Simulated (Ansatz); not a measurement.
Cost and result for the atomization energy of GaGeH₅Te (`[GaH2][GeH2][TeH]`) (8 atoms, 7 bonds).

```
atom   x (Å)   y (Å)   z (Å)
 Ga1  -0.160  -0.468  -1.847
 Ge2   0.271   0.549   0.337
 Te3  -0.545  -1.123   2.110
  H4  -0.430  -2.012  -1.931
  H5  -0.168   0.417  -3.143
  H6   1.772   0.826   0.565
  H7  -0.472   1.884   0.545
  H8  -0.268  -0.074   3.364
```

The species carries charge 0 and has multiplicity 1. Correlated methods include outer-core shells of Ga, Ge, Te, which these sets cover unevenly. Scalar relativity is left out up to krypton. Te: def2 effective core potential. The structure was optimised at the PBE0-D4/def2-TZVP level. Program: Ansatz. All runs use 4 threads of an Arm Neoverse V1 on a shared host. Times are those of one run each, without the atoms' runs, and a repeat can differ threefold. Electronic energies, without spin–orbit coupling; frozen cores. CCSD(T)/CBS adds CCSD(T) − MP2 in def2-TZVPP to the MP2 limit, and its time is that of the two runs behind it. T1 = 0.012. With those shells the extrapolation isn't a true limit. B3LYP takes the VWN-RPA correlation (the form of Gaussian; ORCA's B3LYP/G).

CCSD(T)/CBS is a level of theory with its own doubt, some kJ/mol a heavy atom from the limit and from the frozen cores, so smaller differences don't rank the functionals.

```csv
level,functions,wall time
revPBE-D4/def2-TZVPP,216,2.2 s
BLYP-D4/def2-TZVPP,216,2.3 s
CAM-B3LYP-D4/def2-TZVPP,216,4.5 s
r2SCAN-D4/def2-TZVPP (with forces),216,6 s
B3LYP-D4/def2-TZVPP (with forces),216,6 s
r2SCANh-D4/def2-TZVPP,216,6.5 s
B2PLYP/def2-TZVPP,216,7 s
PBE-QIDH/def2-TZVPP,216,7 s
CCSD(T)/def2-SVP,115,12 s
ωB97M-V/def2-TZVPP (with forces),216,14 s
MP2/def2-QZVPP,410,24 s
CCSD(T)/def2-TZVPP,216,3.6 min
CCSD(T)/CBS(def2),–,4 min
```

Problem. What atomization energy does each give, and how far from CCSD(T)/CBS? (Estimate.)

Solution. The calculation gave: 
| level | atomization (kJ/mol) | difference from CCSD(T)/CBS | per bond |
| --- | --- | --- | --- |
| revPBE-D4/def2-TZVPP | 1767.9 | -87.8 | -12.5 |
| BLYP-D4/def2-TZVPP | 1785.1 | -70.6 | -10.1 |
| CAM-B3LYP-D4/def2-TZVPP | 1817.1 | -38.6 | -5.5 |
| r2SCAN-D4/def2-TZVPP (with forces) | 1834.9 | -20.8 | -3.0 |
| B3LYP-D4/def2-TZVPP (with forces) | 1810.6 | -45.1 | -6.4 |
| r2SCANh-D4/def2-TZVPP | 1827.6 | -28.1 | -4.0 |
| B2PLYP/def2-TZVPP | 1788.3 | -67.4 | -9.6 |
| PBE-QIDH/def2-TZVPP | 1811.7 | -44.0 | -6.3 |
| CCSD(T)/def2-SVP | 1697.6 | -158.1 | -22.6 |
| ωB97M-V/def2-TZVPP (with forces) | 1802.6 | -53.1 | -7.6 |
| MP2/def2-QZVPP | 1807.9 | -47.8 | -6.8 |
| CCSD(T)/def2-TZVPP | 1814.5 | -41.2 | -5.9 |
| CCSD(T)/CBS(def2) | 1855.7 | 0.0 | 0.0 |

From r2SCAN to r2SCAN0 (25 % exact exchange), in def2-TZVPP and without D4, the atomization energy moves by −18.0 kJ/mol: exact exchange takes away binding that semilocal exchange gives to molecules. At CCSD(T), def2-SVP lies −158.1 kJ/mol from the extrapolated value and def2-TZVPP −41.2 kJ/mol: correlation converges slowly with the basis, and small sets miss more of it in the bonded molecule than in its fragments. Leaving LDA and LC-ωPBE aside and taking each functional with its dispersion term where it has one, the values, not all of them listed here, spread over 87.0 kJ/mol, from revPBE-D4 to B97M-V. LDA lies +291.1 kJ/mol from PBE without D4, its usual overbinding.

Spin–orbit coupling would lower the free Te atoms strongly, and the atomization energy with them, by more than many differences here. For some Ge, Se and Sn compounds the MP2-based and the directly extrapolated limit differ by 10 to 25 kJ/mol.
